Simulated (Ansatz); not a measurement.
`CCC(CC(C)OC(C)=O)OC(C)=O` was relaxed with PBE-D4 (def2-SVP) in Ansatz in these states: charge +1 doublet, neutral singlet. The geometries follow in no particular order.

A:

```
atom   x (Å)   y (Å)   z (Å)
  C1   0.835   2.469  -2.357
  C2   0.650   1.832  -0.979
  C3  -0.176   0.548  -1.007
  C4  -0.386  -0.108   0.361
  C5   0.892  -0.596   1.044
  C6   1.663  -1.655   0.264
  O7   0.454  -1.154   2.314
  C8   1.347  -1.120   3.338
  C9   0.750  -1.746   4.578
 O10   2.465  -0.648   3.251
 O11  -1.478   0.902  -1.547
 C12  -2.143  -0.065  -2.235
 C13  -3.468   0.461  -2.736
 O14  -1.713  -1.189  -2.413
 H15   1.439   3.396  -2.295
 H16   1.350   1.776  -3.054
 H17  -0.144   2.728  -2.804
 H18   1.640   1.594  -0.535
 H19   0.163   2.549  -0.283
 H20   0.275  -0.190  -1.705
 H21  -0.897   0.614   1.032
 H22  -1.064  -0.977   0.230
 H23   1.572   0.250   1.277
 H24   2.536  -1.998   0.851
 H25   1.014  -2.523   0.029
 H26   2.044  -1.243  -0.692
 H27   0.479  -2.801   4.376
 H28  -0.186  -1.221   4.857
 H29   1.477  -1.695   5.407
 H30  -3.305   1.342  -3.389
 H31  -4.087   0.802  -1.883
 H32  -3.995  -0.331  -3.294
```

B:

```xyz
32

C     1.497    1.407   -2.916
C     1.398    0.640   -1.600
C     0.073    0.847   -0.857
C    -0.046    0.054    0.441
C    -0.072   -1.454    0.302
C    -1.109   -2.034   -0.645
O    -0.331   -1.960    1.664
C     0.418   -2.998    2.021
C     0.113   -3.570    3.372
O     1.301   -3.451    1.282
O    -0.005    2.281   -0.574
C    -1.076    2.790    0.031
C    -1.093    4.287    0.104
O    -1.975    2.087    0.505
H     2.458    1.180   -3.419
H     0.680    1.129   -3.613
H     1.456    2.501   -2.755
H     1.487   -0.453   -1.782
H     2.231    0.910   -0.916
H    -0.783    0.616   -1.527
H     0.742    0.362    1.160
H    -1.030    0.364    0.901
H     0.944   -1.846    0.026
H    -1.089   -3.140   -0.617
H    -2.128   -1.689   -0.373
H    -0.900   -1.730   -1.689
H    -0.938   -3.924    3.382
H     0.212   -2.767    4.131
H     0.799   -4.404    3.603
H    -0.970    4.701   -0.917
H    -0.229    4.619    0.716
H    -2.034    4.644    0.558
```

Question: Judge from the bond lengths which geometry belongs to which state (an estimate).

Answer: A is the neutral singlet (O7–C8 1.360 Å, O11–C12 1.361 Å, C5–O7 1.455 Å); B is the charge +1 doublet (O7–C8 1.329 Å, O11–C12 1.331 Å, C5–O7 1.476 Å).
